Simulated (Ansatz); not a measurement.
Reaction (formal exchange of groups at the Si–C bond): `C=C[SiH2][SiH3]` + `COBCl` → `[SiH3][SiH2]OBCl` + `C=CC`

Calculated with Ansatz (gas phase, PBE0-D4/def2-TZVP geometries, no zero-point term in ΔE). CCSD(T)/CBS adds triple-zeta CCSD(T) − MP2 to the extrapolated MP2 energy (def2 sets, frozen cores). Functionals use def2-TZVPP. Each species was taken in one conformer, which may not be the lowest.

CCSD(T)/CBS gives -1.47 eV.

Task: Another level gave -1.46 eV. Which?
A. HF/def2-TZVPP
B. PBE0/def2-TZVPP
C. PBE/def2-TZVPP
D. B2PLYP/def2-TZVPP

Result: D. B2PLYP -1.46, PBE -1.33, HF/def2-TZVPP -1.54, PBE0 -1.39 eV.

Largest T1 diagnostic among the species: 0.013.

From PBE to PBE0 (25 % exact exchange), in def2-TZVPP and without D4, ΔE moves by −0.06 eV. In def2-TZVPP, CCSD(T) changes the Hartree–Fock value by +0.09 eV (the triples alone add +0.02 eV) and MP2 by +0.04 eV.
